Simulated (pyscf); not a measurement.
HO–AlH–O–SiH₃ (SMILES [OH][AlH][O][SiH3]) → HO–Al (SMILES [OH][Al]) [singlet] + HO–SiH₃ (SMILES O[SiH3]) (1,1-elimination; singlet surface; Al–O, Al–H broken, H–O formed). PySCF, gas phase, ωB97X-D3(BJ)/def2-SVP geometries. MP2 and CC: frozen core, UHF for open shells. ΔMP2 is the change of the MP2 total energy from the triple- to the quadruple-zeta basis. Energies in kcal/mol from the reactant's lowest minimum found.

```json
[
 {"level": "ωB97X-D3(BJ)/def2-TZVP", "barrier": "78.4", "reaction energy": "+57.0"},
 {"level": "PBE/def2-TZVP", "barrier": "63.3", "reaction energy": "+48.7"},
 {"level": "r²SCAN/def2-TZVP", "barrier": "71.0", "reaction energy": "+57.2"},
 {"level": "B3LYP-D3(BJ)/def2-TZVP", "barrier": "72.5", "reaction energy": "+52.8"},
 {"level": "HF/def2-TZVP", "barrier": "94.5", "reaction energy": "+54.9"},
 {"level": "CCSD/def2-TZVPP", "barrier": "79.0", "reaction energy": "+52.9"},
 {"level": "CCSD(T)/def2-TZVPP + ΔMP2(QZVPP)", "barrier": "___", "reaction energy": "___"}
]
```

Question: Some entries are withheld; supply them.

Answer: 
- CCSD(T)/def2-TZVPP + ΔMP2(QZVPP), barrier: 75.3
- CCSD(T)/def2-TZVPP + ΔMP2(QZVPP), reaction energy: +53.5

Of the functionals in the table, B3LYP-D3(BJ) is closest to CCSD(T)/def2-TZVPP + ΔMP2(QZVPP) in the barrier (2.8 kcal/mol apart) and PBE least close (12.0 kcal/mol); that level has limits of its own. On the product side the descent ends in an adduct with a Al–O, O–Si contact, 13.0 kcal/mol under the separated species and 34.3 kcal/mol under the saddle at ωB97X-D3(BJ)/def2-TZVP. What is counted as broken (Al–O) persists as a longer contact in the product adduct; parting that adduct is a step of its own. One saddle was located; it need not be the lowest between these sides. The CCSD(T) − MP2 part came from Ansatz, without density fitting, on the same reference.
